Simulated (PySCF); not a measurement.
TDDFT excited states: C2H10O2SSi2

Species: C2H10O2SSi2.
SMILES with atom numbers: `[OH:1][CH2:2][CH2:3][Si@@H:4]([OH:5])[SiH2:6][SH:7]` (hydrogens: H8 on O1; H9, H10 on C2; H11, H12 on C3; H13 on Si4; H14 on O5; H15, H16 on Si6; H17 on S7)

Structure used (GFN2-xTB), in Å, numbered top down from 1:
```xyz
17
C2H10O2SSi2 angstrom
O     -2.455    0.819    0.901
C     -1.999   -0.500    0.654
C     -1.074   -0.571   -0.555
Si     0.484    0.522   -0.312
O      0.196    1.611    0.860
Si     2.237   -0.767    0.454
S      4.064    0.375    0.507
H     -2.938    1.120    0.123
H     -1.468   -0.796    1.561
H     -2.859   -1.172    0.529
H     -1.636   -0.252   -1.435
H     -0.805   -1.612   -0.723
H      0.680    1.260   -1.571
H     -0.710    1.730    1.162
H      2.090   -1.331    1.803
H      2.625   -1.868   -0.422
H      3.561    1.444    1.104
```

The calculation used TDDFT B3LYP/def2-SVPD, vertical, gas phase, core orbitals frozen in the response (PySCF).

**Question.** What does the calculation give for the low-lying excited states?

**Answer.** 

| state | E (eV) | λ (nm) | f | \|μ\| (D) | main configurations (H = HOMO, L = LUMO) |
| --- | --- | --- | --- | --- | --- |
| S1 | 5.10 | 242.9 | 0.018 | 0.96 | H→L (84%), H→L+1 (14%) |
| S2 | 5.38 | 230.3 | 0.0070 | 0.59 | H→L+1 (82%), H→L (13%) |
| S3 | 5.87 | 211.3 | 0.0061 | 0.52 | H→L+3 (49%), H→L+2 (40%) |
| S4 | 6.19 | 200.4 | 0.0046 | 0.44 | H→L+2 (34%), H-1→L (34%), H→L+3 (21%) |
| S5 | 6.31 | 196.5 | 0.0092 | 0.62 | H-1→L (46%), H→L+2 (18%), H-1→L+1 (14%) |
| S6 | 6.33 | 195.7 | 0.040 | 1.29 | H-1→L+1 (76%), H-1→L (16%) |
| S7 | 6.48 | 191.5 | 0.0086 | 0.59 | H-2→L (49%), H-2→L+1 (47%) |
| S8 | 6.60 | 187.9 | 0.012 | 0.71 | H→L+4 (67%), H-2→L+1 (14%), H-2→L (12%) |

Triplets (Tamm–Dancoff): T1 4.78 eV, H→L (75%), H→L+1 (21%); T2 5.11 eV, H→L+1 (66%), H→L (15%), H→L+2 (9%); T3 5.54 eV, H→L+3 (52%), H→L+2 (24%), H→L+5 (16%).

The lowest singlet lies at 5.10 eV (243 nm, ultraviolet) and is weak; its leading configuration is HOMO→LUMO (84%). The most intense listed level is S6 at 6.33 eV (196 nm, f = 0.040), 1.23 eV above S1. Löwdin shares by element: HOMO sulfur 66%, silicon 18%, hydrogen 6% or more; LUMO silicon 40%, sulfur 12%, carbon 8% or more (atoms not listed hold the other 39%). Weighted by f, the mean energy of these states is 6.07 eV. The oscillator strengths of these states sum to 0.106; summed over the whole spectrum of an exact calculation they would give the number of electrons, 82 (Thomas–Reiche–Kuhn). Of the 8 states listed, 3 reach f = 0.01 and none stays under 0.0005. The window holds the lowest 8 singlets.

One conformer stands for the species.
